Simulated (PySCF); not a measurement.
# Correlation energy of Hf⁻ (hafnium, charge -1)

[Xe] 4f14 5d3 6s2, high-spin 4F determinant. All numbers are calculated (PySCF 2.14, a scalar-relativistic core potential, in def2-QZVPPD with the def2 core potential (60 electrons)). Frozen: 5s2 5p6; 5 electrons correlated.

MP2 pair energies summed by pair of shells (mhartree):

```
 pair  energy  share (%)
5d-6s  -36.62       53.1
5d-5d  -16.87       24.5
6s-6s  -15.46       22.4
```

Total MP2 correlation energy: -68.95 mhartree.

Same-spin part -29.30 and opposite-spin part -39.65 mhartree; SCS-MP2 scales them by 1/3 and 6/5 to -57.35 mhartree.

The Hartree-Fock reference does not bind the outermost electron (its level is positive or very diffuse), so these energies belong to a reference that the basis holds together.
